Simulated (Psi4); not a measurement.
Cl3Sn, charge -1, singlet, geometry from GFN2-xTB (such geometries of metal compounds can be far from the true shape) (core potentials on Sn) (a gas-phase anion, which may not be bound at this level), with bond 4-1 at 1.6 times its length; HF/def2-SVP (Psi4).

The Psi4 input:
```
memory 2 GB

molecule {
-1 1
Sn   -0.00024598    0.00560843    0.57812327
Cl   -1.94257826   -1.06785136   -0.55730815
Cl    0.05159000    2.20812614   -0.58824027
Cl    3.02688636   -1.85419735   -1.23457659
}

set {
  basis def2-svp
  scf_type dfdirj+link
}

energy('scf')
print_variables()
```

Output, abridged:

```
   => Loading Basis Set <=

    Name: DEF2-SVP
    Role: ORBITAL
    Keyword: BASIS

    !!!  WARNING: ECP capability is in beta. Please check occupations closely.  !!!

         ---------------------------------------------------------
                                   SCF
               by Justin Turney, Rob Parrish, Andy Simmonett
                          and Daniel G. A. Smith
                              RHF Reference
         ---------------------------------------------------------

  ==> Geometry <==

    Molecular point group: c1
    Full point group: C1

    Geometry (in Angstrom), charge = -1, multiplicity = 1:

       Center              X                  Y                   Z               Mass
    ------------   -----------------  -----------------  -----------------  -----------------
         SN          -0.176802978198     0.113667342415     0.640006926015   119.902201630000
         CL          -2.119135258198    -0.959792447585    -0.495424493985    34.968852682000
         CL          -0.124966998198     2.316185052415    -0.526356613985    34.968852682000
         CL           2.850329361802    -1.746138437585    -1.172692933985    34.968852682000

  Running in c1 symmetry.

  Rotational constants: A =      0.04870  B =      0.02669  C =      0.02107 [cm^-1]
  Rotational constants: A =   1459.87967  B =    800.03820  C =    631.80579 [MHz]
  Nuclear repulsion =  308.529703928756987

  Charge       = -1
  Multiplicity = 1
  Electrons    = 74
  Nalpha       = 37
  Nbeta        = 37

  ==> Algorithm <==

  SCF Algorithm Type is DFDIRJ+LINK.
  DIIS enabled.
  MOM disabled.
  Fractional occupation disabled.
  Guess Type is SAD.
  Energy threshold   = 1.00e-06
  Density threshold  = 1.00e-06
  Integral threshold = 1.00e-12

  ==> Primary Basis <==

  Basis Set: DEF2-SVP
    Blend: DEF2-SVP
    Number of shells: 34
    Number of basis functions: 80
    Number of Cartesian functions: 85
    Spherical Harmonics?: true
    Max angular momentum: 2

  Core potential: DEF2-SVP
    Number of shells: 4
    Number of ECP primitives: 18
    Number of ECP core electrons: 28
    Max angular momentum: 3

   => Loading Basis Set <=

    Name: (DEF2-SVP AUX)
    Role: JKFIT
    Keyword: DF_BASIS_SCF

  ==> Integral Setup <==

  ==> CompositeJK: Mix-and-Match J+K Algorithm Combos <==

    J tasked:                  Yes
    J algorithm:           DF-DirJ
    K tasked:                  Yes
    K algorithm:              LinK
[...]

   @RHF iter SAD: -1589.16110277478560   -1.58916e+03   0.00000e+00
   @RHF iter   1: -1591.48868763114729   -2.32758e+00   4.73887e-03 ADIIS/DIIS
   @RHF iter   2: -1591.56913319388423   -8.04456e-02   1.79672e-03 ADIIS/DIIS
   @RHF iter   3: -1591.57910588326581   -9.97269e-03   2.48951e-04 ADIIS/DIIS
   @RHF iter   4: -1591.57973583011881   -6.29947e-04   1.15170e-04 ADIIS/DIIS
   @RHF iter   5: -1591.57994390176759   -2.08072e-04   3.49485e-05 DIIS
   @RHF iter   6: -1591.57996881150643   -2.49097e-05   7.82970e-06 DIIS
   @RHF iter   7: -1591.57997010682857   -1.29532e-06   2.45954e-06 DIIS
   @RHF iter   8: -1591.57997022074369   -1.13915e-07   6.98346e-07 DIIS
  Energy and wave function converged.

  ==> Post-Iterations <==

    Orbital Energies [Eh]
    ---------------------

    Doubly Occupied:

[...]
      37A     -0.147246

    Virtual:

[...]
      80A     52.235746

    Final Occupation by Irrep:
              A
    DOCC [    37 ]
    NA   [    37 ]
    NB   [    37 ]

  @RHF Final Energy: -1591.57997022074369

   => Energetics <=

    Nuclear Repulsion Energy =            308.5297039287569874
    One-Electron Energy =               -2911.3232365780704640
    Two-Electron Energy =                1011.2135624285696167
    Total Energy =                      -1591.5799702207436894

Computation Completed

Properties will be evaluated at   0.000000,   0.000000,   0.000000 [a0]

Properties computed using the SCF density matrix

 Multipole Moments:

 ------------------------------------------------------------------------------------
     Multipole            Electronic (a.u.)      Nuclear  (a.u.)        Total (a.u.)
 ------------------------------------------------------------------------------------

 L = 1.  Multiply by 2.5417464519 to convert [e a0] to [Debye]
 Dipole X            :        -15.2545556           12.1248518           -3.1297038
 Dipole Y            :          9.7285703           -7.7951158            1.9334545
 Dipole Z            :         46.8902996          -43.8906020            2.9996976
 Magnitude           :                                                    4.7467333

 ------------------------------------------------------------------------------------

  Variable Map:
  ----------------------------------------------------------------------------
[...]
  Array Variable Map:
  ----------------------------------------------------------------------------
[...]
[...]
```
